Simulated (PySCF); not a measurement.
Isomers of C3H7NOSi, one conformer each. Theory: core-valence-separated Tamm–Dancoff BHandHLYP/aug-pcX-1 (pcseg-1 on H, def2-SVPD on Si) in PySCF, non-relativistic, gas phase, PBE0-D3(BJ)/def2-SVP geometry. BHandHLYP without relativity tends to put these K edges a few eV too low, so spacings mean more than positions.

P. `CO[Si@H](C)C#N`
Q. `C=C[SiH2]C(N)=O`
R. `C1C[SiH]1NC=O`

Main lines, eV (oscillator strength):
1. C K: 284.6 (0.084), 285.1 (0.050), 285.6 (0.040), 285.8 (0.040); N K: 399.6 (0.022), 399.9 (0.018), 401.3 (0.026), 401.6 (0.007), 402.2 (0.005); O K: 529.4 (0.044), 533.1 (0.005), 534.0 (0.005)
2. C K: 282.9 (0.049), 283.0 (0.052), 285.6 (0.006), 286.0 (0.030), 286.2 (0.031); N K: 396.7 (0.063), 396.8 (0.062); O K: 532.5 (0.011), 533.7 (0.004), 534.0 (0.019), 534.3 (0.010), 534.6 (0.015)
3. C K: 282.1 (0.052), 282.2 (0.066), 284.3 (0.078), 285.7 (0.013), 286.1 (0.009); N K: 399.5 (0.025), 400.2 (0.012), 401.0 (0.026), 401.5 (0.011), 402.4 (0.005); O K: 529.2 (0.042), 532.7 (0.006)
Listed: the first five lines at most of each edge with a tenth or more of its strongest line's intensity; roots within 0.03 eV on the same or equivalent atoms are summed. Only the lowest roots were sought, and the top ones are left out.

**Question.** Which spectrum belongs to which isomer?

**Answer.** 1 = R, 2 = P, 3 = Q.
- P: first C line listed at 282.9 eV, hole on the cyano carbon (1s→π*); first N line listed at 396.7 eV, hole on the cyano nitrogen (1s→π*); first O line listed at 532.5 eV, hole on the silyl ether oxygen.
- Q: first C line listed at 282.1 eV, hole on the alkene CH carbon (1s→π*); first N line listed at 399.5 eV, hole on the nitrogen bound to a carbonyl carbon; first O line listed at 529.2 eV, hole on the carbonyl oxygen (1s→π*).
- R: first C line listed at 284.6 eV, hole on the amide carbonyl carbon (1s→π*); first N line listed at 399.6 eV, hole on the amide nitrogen; first O line listed at 529.4 eV, hole on the amide oxygen (1s→π*).

**Question.** What are the ground-state energies of the isomers at BHandHLYP/aug-pcX-1 (pcseg-1 on H, def2-SVPD on Si), relative to the lowest?

**Answer.** P 0.0, Q 132.8, R 123.3 kJ/mol (electronic energies on these geometries, no dispersion or zero-point terms).
